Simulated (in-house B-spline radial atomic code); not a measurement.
Ionisation energies along the 16-electron series, configuration 1s2 2s2 2p6 3s2 3p1/2(2) 3p3/2(2), as differences of self-consistent energies. Dirac energy differences include first-order Breit, QED and recoil terms. NIST's values go from ground level to ground level; the uncertainty of those that are theory runs from under 0.1 % in few-electron ions to several per cent in heavy many-electron ones. Computed with a B-spline radial code for spherical atoms: Dirac-Hartree-Fock, jj configuration that fills j = l - 1/2 first, finite nuclei.

A number in brackets counts the electrons of a j subshell.

| ion | configuration after | ionisation energy (eV) | IE/(q+1)² (eV) | -ε less Coulomb ΔSCF (eV) | Breit and QED recoil part (eV) | tabulated value (eV) | tabulated kind | computed minus tabulated (eV) |
| --- | --- | --- | --- | --- | --- | --- | --- | --- |
| Re59+ | [Ne] 3s2 3p1/2(2) 3p3/2(1) | 6172.5 | 1.7146 | 0.77963 | -6.5533 | 6176 | tabulated theory | -4 |
| Os60+ | [Ne] 3s2 3p1/2(2) 3p3/2(1) | ? | ? | ? | ? | ? | tabulated theory | ? |
| Ir61+ | [Ne] 3s2 3p1/2(2) 3p3/2(1) | ? | ? | ? | ? | ? | tabulated theory | ? |
| Pt62+ | [Ne] 3s2 3p1/2(2) 3p3/2(1) | 6783.2 | 1.7091 | 0.78339 | -7.5344 | 6787 | tabulated theory | -4 |
| Au63+ | [Ne] 3s2 3p1/2(2) 3p3/2(1) | 6993.5 | 1.7074 | 0.78466 | -7.8824 | 6997 | tabulated theory | -3 |
| Hg64+ | [Ne] 3s2 3p1/2(2) 3p3/2(1) | 7207.2 | 1.7059 | 0.78593 | -8.2411 | 7211 | tabulated theory | -4 |

Q: Fill in the row of Os60+.

A: ionisation energy (eV): 6372.7; IE/(q+1)² (eV): 1.7126; -ε less Coulomb ΔSCF (eV): 0.78088; Breit and QED recoil part (eV): -6.8699; tabulated value (eV): 6376; computed minus tabulated (eV): -3.

Q: Fill in the row of Ir61+.

A: ionisation energy (eV): 6576.3; IE/(q+1)² (eV): 1.7108; -ε less Coulomb ΔSCF (eV): 0.78213; Breit and QED recoil part (eV): -7.197; tabulated value (eV): 6580; computed minus tabulated (eV): -4.
